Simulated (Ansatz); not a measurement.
A relaxation, step by step

SiN$_{2}$H$_{10}$O, singlet, PBE0-D4/def2-TZVP (Ansatz 0.2.0). Settings:

```yaml
hamiltonian: {xc: pbe0, dispersion: d4}
relax: {f_tol: 0.005, max_steps: 200}
```

Start, a step off a saddle point along its unstable mode:

Si1  (0.278, 1.093, -0.142)
H2  (-0.939, 0.006, 1.191)
H3  (1.190, 1.842, -1.010)
H4  (-0.797, 2.089, 0.241)
N5  (1.405, 0.487, 0.987)
H6  (-0.711, -1.314, -0.531)
N7  (-0.434, -0.058, -1.302)
H8  (-1.035, -0.563, 0.971)
O9  (-1.032, -1.960, 0.074)
H10  (2.353, 0.816, 0.925)
H11  (1.199, 0.049, 1.873)
H12  (-1.319, 0.225, -1.692)
H13  (0.199, -0.212, -2.073)
H14  (-0.357, -2.500, 0.489)
(Å)

```tsv
step	energy less the last (meV)	largest force component (eV/Å)
1	1756.2	7.663
5	120.7	0.208
9 (rejected trial)	56.4	1.056
13	24.4	0.095
17	11.5	0.159
21	5.4	0.051
25	4.3	0.239
29	2.4	0.092
33	2.1	0.007
37	1.9	0.015
41	1.7	0.035
45	1.2	0.032
49	0.7	0.055
53	0.3	0.035
57	0.1	0.022
61	0.0	0.006
65	0.0	0.008
67	0.0	0.003
```

Step 5, positions (Å) and forces (eV/Å):

```json
{"atom": "Si1", "x": "0.452", "y": "1.244", "z": "-0.350", "Fx": "0.078", "Fy": "0.208", "Fz": "-0.171"}
{"atom": "H2", "x": "-1.412", "y": "0.140", "z": "1.757", "Fx": "-0.039", "Fy": "-0.069", "Fz": "0.019"}
{"atom": "H3", "x": "1.406", "y": "2.100", "z": "-1.105", "Fx": "0.043", "Fy": "0.032", "Fz": "-0.008"}
{"atom": "H4", "x": "-0.657", "y": "2.084", "z": "0.176", "Fx": "0.015", "Fy": "-0.085", "Fz": "0.014"}
{"atom": "N5", "x": "1.431", "y": "0.501", "z": "0.831", "Fx": "-0.038", "Fy": "-0.083", "Fz": "0.025"}
{"atom": "H6", "x": "-0.669", "y": "-1.539", "z": "-0.455", "Fx": "-0.025", "Fy": "0.061", "Fz": "-0.063"}
{"atom": "N7", "x": "-0.330", "y": "0.100", "z": "-1.403", "Fx": "0.064", "Fy": "0.035", "Fz": "0.014"}
{"atom": "H8", "x": "-1.384", "y": "-0.536", "z": "1.423", "Fx": "-0.047", "Fy": "0.093", "Fz": "0.116"}
{"atom": "O9", "x": "-0.994", "y": "-2.298", "z": "0.063", "Fx": "0.058", "Fy": "-0.138", "Fz": "0.056"}
{"atom": "H10", "x": "2.383", "y": "0.796", "z": "0.959", "Fx": "-0.008", "Fy": "0.010", "Fz": "0.004"}
{"atom": "H11", "x": "1.057", "y": "0.036", "z": "1.641", "Fx": "-0.009", "Fy": "-0.027", "Fz": "-0.013"}
{"atom": "H12", "x": "-1.264", "y": "0.353", "z": "-1.688", "Fx": "-0.088", "Fy": "-0.018", "Fz": "-0.024"}
{"atom": "H13", "x": "0.185", "y": "-0.226", "z": "-2.209", "Fx": "0.015", "Fy": "-0.013", "Fz": "0.049"}
{"atom": "H14", "x": "-0.204", "y": "-2.755", "z": "0.361", "Fx": "-0.020", "Fy": "-0.007", "Fz": "-0.017"}
```

Last step (67):

Si1  (0.646, 1.282, -0.457)
H2  (-2.960, -0.250, 1.863)
H3  (1.344, 2.335, -1.248)
H4  (-0.339, 1.950, 0.441)
N5  (1.872, 0.340, 0.254)
H6  (-0.414, -1.268, -0.042)
N7  (-0.348, 0.187, -1.377)
H8  (-2.342, -0.643, 1.704)
O9  (-0.261, -1.779, 0.775)
H10  (2.754, 0.744, 0.519)
H11  (1.612, -0.457, 0.819)
H12  (-1.290, 0.490, -1.579)
H13  (0.064, -0.228, -2.201)
H14  (-0.340, -2.703, 0.529)
(Å)

Hardware: 8 CPU threads of an Arm Neoverse V1, shared host. Wall time about 96 s.
